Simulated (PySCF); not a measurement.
Electronic absorption of C3H6F3PSi

Species: C3H6F3PSi.
Numbering: `[F:1][C:2]([F:3])([F:4])[P:5]1[CH2:6][C@H:7]1[SiH3:8]` (hydrogens: H9, H10 on C6; H11 on C7; H12, H13, H14 on Si8)

Cartesian coordinates in Å at the GFN2-xTB level; atoms count from 1:
```
atom  x, y, z in Å
F1     2.1912   -0.1054    1.2690
C2     2.2745   -0.3650   -0.0452
F3     2.5823   -1.6678   -0.1546
F4     3.3336    0.3225   -0.5010
P5     0.7302    0.0301   -1.0823
C6    -0.0013    1.2778    0.0482
C7    -0.5207   -0.1141    0.2711
Si8   -2.2899   -0.5495   -0.2487
H9     0.6437    1.7265    0.7938
H10   -0.6630    1.9870   -0.4319
H11   -0.1573   -0.6142    1.1631
H12   -3.1749   -0.0752    0.8172
H13   -2.5686    0.1444   -1.5062
H14   -2.3805   -1.9975   -0.4149
```

The calculation used TDDFT CAM-B3LYP/def2-SVPD, vertical, gas phase, core orbitals frozen in the response in PySCF.

Predict the UV-vis stick spectrum at this level.

| state | λ (nm) | E (eV) | f | main configurations (H = HOMO, L = LUMO) |
| --- | --- | --- | --- | --- |
| S1 | 187.1 | 6.63 | 0.0038 | H→L (57%), H-1→L (15%), H-1→L+1 (10%) |
| S2 | 181.0 | 6.85 | 0.0097 | H-1→L+1 (56%), H→L (20%) |
| S3 | 180.2 | 6.88 | 0.038 | H→L+1 (56%), H-1→L (28%) |
| S4 | 164.3 | 7.55 | 0.337 | H-1→L (45%), H→L+1 (22%), H-1→L+1 (17%) |
| S5 | 156.7 | 7.91 | 0.013 | H-1→L+3 (36%), H→L+3 (35%) |
| S6 | 154.4 | 8.03 | 0.016 | H→L+3 (39%), H-1→L+3 (31%) |
| S7 | 151.7 | 8.18 | 0.060 | H→L+4 (40%), H→L+5 (29%), H→L+2 (10%) |
| S8 | 149.0 | 8.32 | 0.035 | H-2→L (28%), H-2→L+1 (18%), H-1→L+4 (12%) |

Triplets (Tamm–Dancoff): T1 5.59 eV, H→L+1 (38%), H-1→L (24%); T2 5.62 eV, H→L (35%), H→L+1 (33%), H-1→L (12%); T3 5.82 eV, H-1→L+1 (34%), H→L (24%), H-1→L (12%).

The lowest singlet lies at 6.63 eV (187 nm, vacuum ultraviolet) and is very weak; its leading configuration is HOMO→LUMO (57%). The most intense listed level is S4 at 7.55 eV (164 nm, f = 0.337), 0.92 eV above S1. Löwdin shares by element: HOMO phosphorus 46%, carbon 38% (atoms not listed hold the other 16%); LUMO phosphorus 26%, silicon 20%, carbon 14% or more, hydrogen 6% or more (atoms not listed hold the other 34%). Orbital energies (eV): HOMO-3 -11.26, HOMO-2 -10.99, HOMO-1 -9.60, HOMO -9.43, LUMO 0.72, LUMO+1 0.84, LUMO+2 1.37. Weighted by f, the mean energy of these states is 7.63 eV. The oscillator strengths of these states sum to 0.511; summed over the whole spectrum of an exact calculation they would give the number of electrons, 80 (Thomas–Reiche–Kuhn). The window holds the lowest 8 singlets.
